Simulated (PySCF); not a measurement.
KI, SMILES [I][K]. Atoms are numbered in the order given.

```xyz
2

K      0.0000     0.0000    -2.2717
I      0.0000     0.0000     0.8144
```
Charge 0, spin multiplicity 1.

Geometry: r2SCAN-D4/def2-TZVPD. The def2 effective core potentials stand for the cores of I; spin–orbit coupling is left out.

Method: r2SCAN-D4/def2-TZVPD in PySCF.

Frequencies are harmonic and unscaled.

```csv
mode,ν (cm⁻¹),IR (km/mol),Raman (Å⁴/amu),depolarisation,moving atoms (share of kinetic energy)
1,180,29.1,7.5,0.04,"K 76 %, I 24 %"
```
